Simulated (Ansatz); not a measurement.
Consider the atomization: `NB(Cl)CF` → B• + C• + Cl• + F• + 4 H• + N•.

Isolated molecules relaxed with PBE0-D4/def2-TZVP in Ansatz; ΔE leaves out vibrations. CCSD(T)/CBS adds triple-zeta CCSD(T) − MP2 to the extrapolated MP2 energy (def2 sets, frozen cores). This one scheme is used for every species, atoms too. DFT in def2-TZVPP. Open shells (•) are unrestricted, without spin–orbit coupling. Spin–orbit coupling would lower the free atoms: a little for B, C, Cl, F. One conformer a species, not always the lowest.

```tsv
level	ΔE (eV)
PBE-D4	36.75
r2SCAN-D4	35.83
BHLYP-D4	34.54
ωB97M-V	35.92
r2SCAN0	35.13
BHLYP	34.35
HF/def2-TZVPP	25.84
HF/CBS(def2)	25.89
```

Question: What does CCSD(T)/CBS give? (Best estimate.)

Answer: Ansatz gave: +35.55 eV. The listed levels differ from it by 1.20, 0.28, -1.01, 0.37, -0.42, -1.20, -9.71, -9.66 eV.

Question: What do rigid-rotor, harmonic-oscillator terms from PBE0-D4/def2-TZVP frequencies (298.15 K, 1 bar) make of the CCSD(T)/CBS value? (Estimate.)

Answer: Computed: ΔZPE = -1.71 eV, ΔH = +34.23 eV, ΔS = 922 J/(mol·K), ΔG = +31.38 eV. Open shells count their whole term as degenerate. Modes under 50 cm⁻¹ make the entropy rough.

Largest T1 diagnostic among the species: 0.014.

In def2-TZVPP, CCSD(T) changes the Hartree–Fock value by +8.74 eV (the triples alone add +0.57 eV) and MP2 by +9.66 eV; breaking electron pairs costs correlation energy, which Hartree–Fock lacks. Leaving LDA and LC-ωPBE aside and taking each functional with its dispersion term where it has one, the values spread over 2.20 eV, from BHLYP-D4 to PBE-D4. LDA lies +4.79 eV from PBE without D4, its usual overbinding. From r2SCAN to r2SCAN0 (25 % exact exchange), in def2-TZVPP and without D4, ΔE moves by −0.66 eV: exact exchange takes away binding that semilocal exchange gives to molecules.

For atomizations the MP2-based limit and the directly extrapolated one differ by several kJ/mol either way, and by 10 to 25 for some Ge, Se and Sn compounds, so smaller differences from it don't rank the levels.
